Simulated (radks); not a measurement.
Radial electron density D(r) = 4 pi r^2 rho(r) of an atom or ion with 23 electrons. Calculated with a radial shooting solver on a logarithmic mesh with Libxc functionals: scalar-relativistic Kohn-Sham, PBE, spin-unpolarised, spherical densities, point nucleus.

r (bohr)  D(r) (e/bohr)
0.003761          1.913
0.004309          2.428
0.004897          3.028
0.00561           3.810
0.006377          4.708
0.007306          5.859
0.00837           7.241
0.009513          8.773
0.0109            10.66
0.01239           12.69
0.01419           15.10
0.01626           17.72
0.01848           20.32
0.02117           23.12
0.02406           25.64
0.02757           28.02
0.03158           29.89
0.0359            31.01
0.04113           31.38
0.04674           30.91
0.05355           29.65
0.06135           27.88
0.06973           26.15
0.07989           24.79
0.0908            24.41
0.104             25.29
0.1192            27.46
0.1355            30.24
0.1552            33.12
0.1778            34.82
0.2021            34.52
0.2315            31.81
0.2631            27.37
0.3015            21.76
0.3454            16.75
0.3925            13.75
0.4497            12.88
0.5111            13.81
0.5856            15.47
0.6709            16.48
0.7625            16.04
0.8736            14.05
0.9929            11.22
1.138             7.973
1.303             5.125
1.481             3.105
1.697             1.678
1.929            0.8742
2.21             0.4038
2.532            0.1693
2.877           0.06669
3.297           0.02119
3.747          0.006005
4.293          0.001249
4.918         0.0001973

What is the nuclear charge?

Answer. Z = 26. The innermost maximum, from 1s, lies near gamma/Z bohr with gamma = sqrt(1 - (Z/c)^2) = 0.982, here 0.0378 bohr (found: 0.0405), and its height grows with Z. The density is that of the iron ion Fe3+ in [Ar] 3d5; the configuration itself is not fixed sharply by these data, and Z only to about a unit. D(r) has 3 maxima, at r = 0.0405, 0.187, 0.687 bohr, and minima at 0.0894, 0.443 bohr, inside which lie 2.12, 10.66 electrons.
